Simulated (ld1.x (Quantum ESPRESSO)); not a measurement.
## Varying the TM semilocal potential for tungsten (W)

Base potential:

- Element: tungsten
- Generator: ld1.x (Quantum ESPRESSO) 7.5
- Type: norm-conserving Troullier–Martins (semilocal form)
- Functional: PBE
- Relativity: non-relativistic
- Frozen core: [Kr] 4d10 4f14
- Valence charge: 14
- Reference configuration: 5s2 5p6 5d4 6s0 6p0 (charge +2)
- Partial waves: 5s (bound): rc 1.35 bohr; 5p (bound): rc 1.90 bohr; 5d (bound): rc 1.85 bohr
- Local potential: the d channel
- Core correction: a·sin(br)/r model core inside 0.90 bohr

All-electron outer shells of the reference configuration (PBE, non-relativistic, ld1.x):

```tsv
shell	level (eV)	outermost node (bohr)	outermost maximum (bohr)
5s	-80.25	0.58	1.05
4f	-57.12	–	0.42
5p	-55.97	0.59	1.13
5d	-20.52	0.63	1.45
6s	-17.20	1.39	2.71
6p	-12.49	1.56	3.23
```

Cutoffs, loose and tight: the cutoffs (Ry, on a coarse ladder) from which the occupation-weighted sum of valence levels, in a spherical-Bessel basis at the reference potential, stays within 10 and 1 mRy of its value at 400 Ry. They do not see the model core or the augmentation charge, which bear on the density cutoff. Test errors are all-electron minus pseudo excitation energies from the reference, over the configurations 5s2 5p6 5d4 6s2 6p0; 5s2 5p6 5d4 6s1 6p0; 5s2 5p6 5d3 6s0 6p0; 5s2 5p6 5d5 6s1 6p0; 5s2 5p6 5d4 6s1.5 6p0; 5s2 5p6 5d3 6s2 6p0; 5s1 5p6 5d4 6s2 6p0. A dash means not determined; rows that change the core or the reference have their own tests.

In the semilocal form every listed channel keeps its own potential, so the choice of the local channel does not act on these tests. It acts once the file is put into the separable form.

A semilocal file is local in each channel, so a ghost entry of none says nothing of the separable form that plane-wave codes build from it.

```tsv
change	outcome	cutoff, loose	cutoff, tight	bound ghosts	largest test error (meV)
base	generated	80 Ry	140 Ry	none	+400
wave 5p (bound): rc 1.90 bohr becomes 5p (bound): rc 2.30 bohr	generated	80 Ry	140 Ry	none	+413
form changed from semilocal to separable (Kleinman–Bylander), still TM	generated	80 Ry	140 Ry	none	-345
reference 5s2 5p6 5d3 6s0 6p0	generated	80 Ry	140 Ry	none	+237
wave 5d (bound): rc 1.85 bohr becomes 5d (bound): rc 1.32 bohr	generated	80 Ry	140 Ry	none	+399
local potential the p channel	generated	80 Ry	140 Ry	none	+400
wave 5s (bound): rc 1.35 bohr becomes 5s (bound): rc 1.10 bohr	generated	90 Ry	160 Ry	none	+196
scalar-relativistic	generated	90 Ry	140 Ry	none	+887
core [Xe] 4f14, valence charge 6; reference 5d4 6s2 6p0; waves now 6p (bound): rc 3.15 bohr; 5d (bound): rc 2.30 bohr; 6s (bound): rc 3.05 bohr; local potential the s channel; core correction a·sin(br)/r model core inside 1.40 bohr	generated	30 Ry	35 Ry	none	-641
core correction a·sin(br)/r model core inside 0.78 bohr	generated	80 Ry	140 Ry	none	+401
wave 5d (bound): rc 1.85 bohr becomes 5d (bound): rc 1.60 bohr	generated	80 Ry	140 Ry	none	+398
```
